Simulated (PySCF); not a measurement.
## Ga²⁺ (gallium, charge +2): UHF calculation

Configuration: [Ar] 3d10 4s1, 2S determinant. All numbers are calculated (PySCF 2.14, the non-relativistic Hamiltonian (point nucleus), in dyall-av2z).

* Total energy: -1922.358642 hartree
* One-electron energy: -2662.6032 hartree
* Hartree (Coulomb) energy: 813.4010 hartree
* Exchange energy: -73.1564 hartree
* Kinetic energy: 1922.37941 hartree
* ⟨S²⟩: 0.7504
* ⟨L²⟩: 0.000
* Sum of ⟨r⟩: 17.10 bohr
* Sum of ⟨r²⟩: 17.84 bohr²
* Density at the nucleus (Gaussians lack the cusp): 20200 bohr⁻³
* Spin density at the nucleus: 10.5 bohr⁻³
* Langevin diamagnetic susceptibility: -14.1 ×10⁻⁶ cm³/mol

| shell | electrons | mean orbital energy (hartree) | rms radius, mean of both spins (bohr) |
| --- | --- | --- | --- |
| 1s α | 1 | -379.56012 | 0.0572 |
| 1s β | 1 | -379.55441 | 0.0572 |
| 2s α | 1 | -48.90069 | 0.240 |
| 2s β | 1 | -48.89456 | 0.240 |
| 2p α | 3 | -43.22614 | 0.212 |
| 2p β | 3 | -43.22497 | 0.212 |
| 3s α | 1 | -7.13142 | 0.709 |
| 3s β | 1 | -7.11380 | 0.709 |
| 3p α | 3 | -5.21630 | 0.742 |
| 3p β | 3 | -5.21135 | 0.742 |
| 3d α | 5 | -1.92661 | 0.881 |
| 3d β | 5 | -1.92270 | 0.881 |
| 4s α | 1 | -1.07633 | 2.32 |
